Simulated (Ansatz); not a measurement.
C₃H₈F₂GeO (SMILES C[CH2][Ge]([F])([F])[O]C), singlet, geometry from GFN2-xTB, with bond 14-7 at 1.4 times its length; CASSCF(2,3)/STO-3G run with Ansatz (a quantum-chemistry and plane-wave program).

Ansatz was given this input:
Ansatz 0.2 input:
```yaml
crystal:
  periodic: [false, false, false]
  atoms:
    - {symbol: C, position_ang: [-2.91833936, 0.17527021, -0.03840230]}
    - {symbol: C, position_ang: [-1.68133390, 1.00383875, 0.26804036]}
    - {symbol: Ge, position_ang: [0.00912481, -0.02355332, 0.00945637]}
    - {symbol: F, position_ang: [0.10277902, -0.87689108, -1.52918171]}
    - {symbol: F, position_ang: [0.17595344, -1.42764392, 1.06128258]}
    - {symbol: O, position_ang: [1.45131088, 0.93016654, 0.17501904]}
    - {symbol: C, position_ang: [2.79244661, 0.46155799, 0.06939254]}
    - {symbol: H, position_ang: [-2.90293622, -0.17365970, -1.06872431]}
    - {symbol: H, position_ang: [-3.81173458, 0.77856455, 0.11233734]}
    - {symbol: H, position_ang: [-2.97087214, -0.69384834, 0.61386326]}
    - {symbol: H, position_ang: [-1.68332231, 1.34687575, 1.30144323]}
    - {symbol: H, position_ang: [-1.61796567, 1.87510775, -0.38182314]}
    - {symbol: H, position_ang: [2.99985461, -0.30651843, 0.81613696]}
    - {symbol: H, position_ang: [3.68674285, 1.67398806, 0.31525476]}
    - {symbol: H, position_ang: [2.98803312, 0.05508634, -0.92408941]}
basis:
  gaussian:
    orbitals: STO-3G
hamiltonian:
  xc: hf
magnetization: {spin_polarized: false}
correlation: {active_space: {window: {electrons: 2, orbitals: 3}}}
```

What the program printed (banner, timings and long lists left out):

```
Functional definition: HF
733 factors; integrals over basis functions are off by at most 3.6e-5 eV
mean field evaluation 1: about -66350.7062 eV, gradient 3.1e1 eV
mean field evaluation 2: about -66350.9507 eV, gradient 3.1e1 eV
mean field evaluation 4: about -66355.5535 eV, gradient 2.4e0 eV
mean field evaluation 8: about -66355.5878 eV, gradient 8.2e-5 eV
mean field -66355.58776666 eV, -2438.5228729918 hartree, gradient 1.2e-6 eV, S^2 0.000000; 0 other end points of the search recorded, 0 dependent functions left out
reference -66355.58776666 eV, -2438.5228729918 hartree; 42, 42 occupied and 14, 14 virtual orbitals, 733 factors
state -66356.67096245 eV, -2438.5626797031 hartree
Total energy: -66356.67096245 eV, -2438.5626797031 hartree
```
